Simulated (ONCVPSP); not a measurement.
# How hard is this Ni (Z = 28) ONCV potential?

ONCVPSP 4.0.1 input, shortened (lines: element, Z, core and valence counts, functional; n l f; lmax; l rc ep ncon nbas qcut; lloc lpopt rc5 dvloc0; l nproj debl; icmod fcfact rcfact), PBE, scalar-relativistic:

```
  Ni 28.00    3    3        4      upf
    1    0    2.00
    2    0    2.00
    2    1    6.00
    3    0    2.00
    3    1    6.00
    3    2    8.00
    2
    0    0.85    0.00    4    9    8.40
    1    1.00    0.00    5    9   12.50
    2    1.50    0.00    3    8    9.40
    4    5    0.60    6.00
    0    1    3.70
    1    2    2.10
    2    2    1.80
    0    0.00    0.00
```

In the p channel the program set the typed energies aside and used -3.348, 0.250 Ha.

For each optimised wave give the share of its norm inside rc, the residual kinetic energy above qcut (Ha) and the cutoffs (Ha) for errors of 10, 1, 0.1 and 0.01 mHa per electron.

```tsv
wave	norm inside rc	residual KE	10 mHa	1 mHa	0.1 mHa	0.01 mHa
3s	0.697	1.4e-02	38.9	286.1	342.4	462.8
3p	0.787	2.3e-05	30.8	38.4	65.5	156.3
p projector 2	0.023	2.9e-06	21.8	31.2	39.2	68.6
3d	0.857	3.4e-05	32.5	37.6	42.3	113.1
d projector 2	0.059	4.7e-05	30.3	37.1	42.6	80.3
```

The occupied waves need 286 Ha and 342 Ha for 1 and 0.1 mHa. Its largest configuration-test error is +1391 meV.
